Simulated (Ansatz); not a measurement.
Ansatz (a quantum-chemistry and plane-wave program) input:

Ansatz 0.2 input:
```yaml
crystal:
  periodic: [false, false, false]
  atoms:
    - {symbol: Cr, position_ang: [0.08689045, -0.09486340, -0.08085912]}
    - {symbol: O, position_ang: [-1.14191457, -1.07816263, -0.02499530]}
    - {symbol: O, position_ang: [-0.17983425, 1.42984043, -0.88855976]}
    - {symbol: O, position_ang: [1.06107748, -0.06708759, 1.15613242]}
basis:
  gaussian:
    orbitals: def2-TZVP
hamiltonian:
  xc: {name: PBE0}
magnetization: {spin_polarized: true, initial_magnetization: 2}
```

Q: Which total energy does the run end on?

A: -1269.72087 Eh (PBE0/def2-TZVP). The basis has 138 functions.

The spin state was set by rule; other spins were not relaxed.
